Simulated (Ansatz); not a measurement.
Input for Ansatz (an electronic-structure program): R-r2SCAN/def2-TZVPP on GeHI (SMILES [GeH][I]), a point of a bond scan (R = 1.601 Å). Elements past Kr take the def2 small-core potentials; no spin–orbit coupling.

Ansatz 0.2 input:
```yaml
crystal:
  periodic: [false, false, false]
  atoms:
    - {symbol: Ge, position_ang: [-0.91057453, -0.75513755, 1.05678619]}
    - {symbol: H, position_ang: [-1.93076599, -1.24044543, -0.07820337]}
    - {symbol: I, position_ang: [0.58621040, 0.47933673, -0.63658405]}
basis:
  gaussian:
    orbitals: def2-TZVPP
    pivot_positions_ang: [[-0.91057453, -0.75513755, 1.05678619], [-1.93076599, -1.24044543, -0.07820337], [0.58621040, 0.47933673, -0.63658405]]
hamiltonian:
  xc: {name: r2SCAN}
scf: {lower_state_search: off}
output: {orbitals: {seedname: ./end}}
```

It printed:

```
WARN ansatz: RAYON_NUM_THREADS=1 ignored (pool sized by the plan → 1); use --threads N
Functional definition: r2SCAN
these checks for a lower state are left out or cut short: stability, starts, cluster_reference, orbital_swaps, neighbouring_geometries, increment
integrals: 0.04 GiB planned
784 factors; their error is unknown
mean field: 0.29 GiB planned
mean field evaluation 1: about -64638.1899 eV, gradient 1.7e1 eV
mean field evaluation 2: about -64637.8496 eV, gradient 2.2e1 eV
mean field evaluation 4: about -64638.6565 eV, gradient 1.9e0 eV
mean field evaluation 8: about -64638.6504 eV, gradient 2.2e-2 eV
mean field evaluation 16: about -64638.6504 eV, gradient 2.3e-6 eV
mean field -64638.65036966 eV, -2375.4265874341 hartree, gradient 2.3e-6 eV, S^2 0.000000; 0 other end points of the search recorded, 0 dependent functions left out
reference -64638.65037774 eV, -2375.4265877310 hartree; 29, 29 occupied and 83, 83 virtual orbitals, 784 factors
Total energy: -64638.65037774 eV, -2375.4265877310 hartree
Checks for a lower state left out: stability, starts, cluster_reference, orbital_swaps, neighbouring_geometries, increment
```

The calculation finished and met its thresholds.

Cost: around 1.6 core-seconds (rough).
